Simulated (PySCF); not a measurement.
## Trend along group 9: MBr molecules

PBE0 with triple-zeta basis sets in PySCF, for the lowest determinant that a PBE0 search found; no spin–orbit coupling. De refers to high-spin ground-configuration atoms. A positive dipole means M(−)Br(+).

| M | basis | state (unpaired electrons) | Re (Å) | ωe (cm⁻¹) | De (eV) | μ (D) |
| --- | --- | --- | --- | --- | --- | --- |
| Co | x2c-TZVPPall | triplet (π ↑, δ ↑) | 2.217 | 311 | n/a | -4.74 |
| Rh | def2-TZVPP | triplet (σ ↑, δ ↑) | 2.386 | 260 | 3.19 | -4.97 |
| Ir | def2-TZVPP | triplet (π ↑, δ ↑) | 2.297 | 279 | n/a | -2.88 |

The shortest bond is that of CoBr (2.217 Å), the longest that of RhBr (2.386 Å).

The rows differ in basis set, which adds steps of its own.

The state changes along the series, so neighbouring rows are not always alike in their bonding.

De is left out where the level can put another filling of the metal’s s and d shells below the measured ground configuration, by anything from nothing to about 1 eV. The metal atom is held in its measured ground configuration; semilocal functionals can put another filling of s and d lower by some tenths of an eV, and De to that atom would be smaller. These are scalar-relativistic numbers at best; spin–orbit coupling would shift them, the dissociation energy most. With d or f electrons several states lie close, and the lowest PBE0 determinant need not be the measured ground state.
